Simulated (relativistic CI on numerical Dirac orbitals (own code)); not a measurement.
## Slater and spin-orbit integrals, Mn9+

Method of calculation: Dirac-Coulomb-Breit CI, orbitals from a KLI potential per configuration, a model potential for QED, unscaled Slater integrals (own radial code, finite nucleus).

Slater integrals F^k, G^k are unscaled and averaged over j, outside the closed core [Ne]; ζ comes from projecting the Hamiltonian with its Breit term on Σ l·s of the shell.

- 3s²3p⁴: F^2(3p,3p) = 129120, ζ(3p) = 8898.3 cm⁻¹; <r>(3p) = 0.7779, <r^2>(3p) = 0.698 (bohr units).
- 3s3p⁵: G^1(3s,3p) = 169420, ζ(3p) = 8885.5 cm⁻¹; <r>(3s) = 0.7697, <r^2>(3s) = 0.6746, <r>(3p) = 0.779, <r^2>(3p) = 0.6999 (bohr units).
- 3s²3p³3d: F^2(3p,3p) = 128990, ζ(3p) = 8906.1, F^2(3p,3d) = 126510, G^1(3p,3d) = 148720, G^3(3p,3d) = 95063, ζ(3d) = 630.46 cm⁻¹; <r>(3p) = 0.7787, <r^2>(3p) = 0.6994, <r>(3d) = 0.7572, <r^2>(3d) = 0.6738 (bohr units).

Averages of the first 10 configurations, taken without configuration mixing, which lowers the lowest level and can move excited configurations by several eV; other configurations of the list can lie among them:

| Configuration | Parity | States | Average energy above the lowest level (eV) |
| --- | --- | --- | --- |
| 3s²3p⁴ | even | 15 | 6.6 |
| 3s3p⁵ | odd | 12 | 45.6 |
| 3p⁶ | even | 1 | 90.3 |
| 3s²3p³3d | odd | 200 | 58.2 |
| 3s3p⁴3d | even | 300 | 94.6 |
| 3p⁵3d | odd | 60 | 136.8 |
| 3s3p³3d² | odd | 1800 | 145.4 |
| 3s²3p³4s | odd | 40 | 127.7 |
| 3s²3p³4p | even | 120 | 140.0 |
| 3s²3p²3d4p | odd | 900 | 192.0 |
